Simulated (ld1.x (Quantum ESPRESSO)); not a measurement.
What one change does to a pseudopotential (tungsten, RRKJ)

tungsten, norm-conserving RRKJ (Kleinman–Bylander form), made with ld1.x (Quantum ESPRESSO) 7.5 (PBE, fully relativistic). Core [Kr] 4d10 4f14 5s2, reference 5p6 5d5 6s1 6p0. Waves: 5p (bound): rc 1.60 bohr; 5d (bound): rc 2.60 bohr; 5f channel at 0.4 Ry: rc 2.40 bohr; 6s (bound): rc 2.60 bohr. Local part: the s channel. Core correction: a·sin(br)/r model core inside 1.20 bohr.

Open shells are filled in proportion to 2j + 1 (rel_dist='average').

All-electron outer shells of the reference configuration (PBE, scalar-relativistic, ld1.x):

```tsv
shell	level (eV)	outermost node (bohr)	outermost maximum (bohr)
5s	-77.14	0.53	0.96
5p	-41.41	0.57	1.09
4f	-31.24	–	0.43
6s	-5.15	1.29	2.71
5d	-3.32	0.63	1.52
6p	-1.14	1.55	3.94
```

Change: wave 5p (bound): rc 1.60 bohr becomes 5p (bound): rc 2.28 bohr.

Cutoffs: the cutoffs (Ry, on a coarse ladder) from which the occupation-weighted sum of valence levels, in a spherical-Bessel basis at the reference potential, stays within 10 and 1 mRy of its value at 400 Ry; they do not see the model core or the augmentation charge, which bear on the density cutoff. Errors are all-electron minus pseudo energies relative to the spin-unpolarised reference configuration.

Question: What does the change do?

Answer: The potential gets softer (55 Ry and 80 Ry → 25 Ry and 30 Ry); the errors of the 7 common tests hardly move; neither file shows a bound ghost. A larger radius leaves more room for a smooth pseudo-wave, so fewer plane waves are needed.

| quantity | base | changed |
| --- | --- | --- |
| cutoff, loose | 55 Ry | 25 Ry |
| cutoff, tight | 80 Ry | 30 Ry |
| loose cutoff by channel (10 mRy a level) | p 45 Ry, d 18 Ry, s 6 Ry | p 21 Ry, d 18 Ry, s 6 Ry |
| bound ghosts | none | none |
| error for 5p6 5d4 6s2 6p0, meV [ΔE -1.53 eV] | -22 | -22 |
| error for 5p6 5d4 6s1 6p0, meV [ΔE 7.35 eV] | -15 | -15 |
| error for 5p6 5d4 6s0 6p0, meV [ΔE 23.04 eV] | -40 | -40 |
| error for 5p6 5d5 6s0 6p0, meV [ΔE 8.16 eV] | -9.5 | -9.5 |
| error for 5p5 5d4 6s2 6p0, meV [ΔE 47.99 eV] | -535 | -594 |
| error for 5p6 5d3 6s2 6p1, meV [ΔE 2.44 eV] | -732 | -727 |
| error for 5p6 5d4.5 6s1.5 6p0, meV [ΔE -0.84 eV] | -5.3 | -5.2 |
| s: phases at 2.86 bohr within 0.05 rad from the reference energy up to (Ry; the scan ends near 5) | 2.4 | 2.4 |
| p1/2: phases at 2.86 bohr within 0.05 rad from the reference energy up to (Ry; the scan ends near 5) | -0.9 | -0.9 |
| p3/2: phases at 2.86 bohr within 0.05 rad from the reference energy up to (Ry; the scan ends near 5) | -0.6 | -0.6 |
| d3/2: phases at 2.86 bohr within 0.05 rad from the reference energy up to (Ry; the scan ends near 5) | 1.2 | 1.2 |
| d5/2: phases at 2.86 bohr within 0.05 rad from the reference energy up to (Ry; the scan ends near 5) | 1.3 | 1.3 |
| f5/2: phases at 2.86 bohr within 0.05 rad from the reference energy up to (Ry; the scan ends near 5) | 4.6 | 4.6 |
| f7/2: phases at 2.86 bohr within 0.05 rad from the reference energy up to (Ry; the scan ends near 5) | n/a | n/a |
